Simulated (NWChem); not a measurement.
C₂H₃BF₂O; SMILES O=CCB(F)F

```xyz
9

O      0.0070     1.6554    -0.9831
C     -0.0030     1.6724     0.2196
C     -0.0064     0.4274     1.0679
B     -0.0006    -0.8406     0.1336
F     -1.1225    -1.4009    -0.2703
F      1.1261    -1.3994    -0.2586
H     -0.0103     2.6444     0.7759
H      0.8744     0.4607     1.7322
H     -0.8929     0.4593     1.7245
```
Atoms are numbered in this order, from 1.

Results from NWChem. All runs use the structure optimised with PBE0/def2-SVP.

Estimate the computed values for PBE/pcseg-1. Quantities: highest occupied level (eV); orbital gap (eV); dipole (D).


* **highest occupied level (eV)**: -6.34
* **orbital gap (eV)**: 4.10
* **dipole (D)**: 3.32
